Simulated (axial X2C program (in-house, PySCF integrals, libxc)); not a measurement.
**NNdN⁻: the levels of the configuration f(δφ)1 f(π)0**

Computed with an axial X2C code built on PySCF integrals: two-component X2C with atomic mean-field Coulomb and Gaunt terms, basis N dyall-v2z, Nd dyall-v2z (cores contracted in-house). Orbitals come from Hartree–Fock averaged over the configuration Nd f(δφ)1 f(π)0; CI then distributes these electrons over the f(δφ), f(π) shells of Nd.

N–Nd–N held linear, both bonds 1.733 Å (near the minimum of the configuration average).

Active spinors (ω > 0):

| shell | ω | ε (eV) | character |
| --- | --- | --- | --- |
| f(δφ) | 5/2 | 12.58 | 100% Nd f |
| f(δφ) | 3/2 | 12.64 | 100% Nd f |
| f(δφ) | 7/2 | 12.99 | 100% Nd f |
| f(δφ) | 5/2 | 13.02 | 100% Nd f |
| f(π) | 1/2 | 15.84 | 89% Nd f, 6% N p |
| f(π) | 3/2 | 15.95 | 95% Nd f |

Lowest levels of this model:

```csv
Ω,energy (cm⁻¹),g∥,configuration
5/2,0,4.15,100% f(δφ)1
7/2,3193,8.00,100% f(δφ)1
3/2,4093,2.03,100% f(δφ)1
5/2,6763,5.85,100% f(δφ)1
```

g∥ is the magnitude of 2⟨Lz + ge Sz⟩ for the +Ω component.

Q: From Ω and g∥ of the lowest level, whose 2⟨Lz + ge Sz⟩ is positive, find ⟨Sz⟩ and ⟨Lz⟩ (ge = 2.0023).

A: Ω = ⟨Lz⟩ + ⟨Sz⟩ = 5/2 and ⟨Lz⟩ + ge⟨Sz⟩ = 2.075, so ⟨Sz⟩ = -0.42 and ⟨Lz⟩ = 2.92.

Occupations of the active spinors in the lowest level by ω, shell by shell in order of energy: -7/2: 0.00; -5/2: 0.00 0.00; -3/2: 0.00 0.00; -1/2: 0.00; 1/2: 0.00; 3/2: 0.00 0.00; 5/2: 0.90 0.10; 7/2: 0.00. The leading determinant has weight 0.90 among 2.

This point took 4.1 s on 1 thread of Intel(R) Xeon(R) Platinum 8259CL CPU @ 2.50GHz (Skylake/Cascade Lake), on a shared host.

Dynamic correlation is missing, so gaps between terms are too wide and other configurations may lie lower; the lowest level listed is that of this model, not necessarily the ground state. At most 6 roots were kept for each Ω > 0 (twice that for Ω = 0) within 3.5 eV of the lowest, so higher up levels can be missing between those listed; levels with Ω > 0 are doubly degenerate and listed once, Ω = 0 levels singly. States that fill the shells left empty in the average are placed too high. For an anion, levels above electron detachment are held by the basis set. The molecule was held linear; bending was not examined.
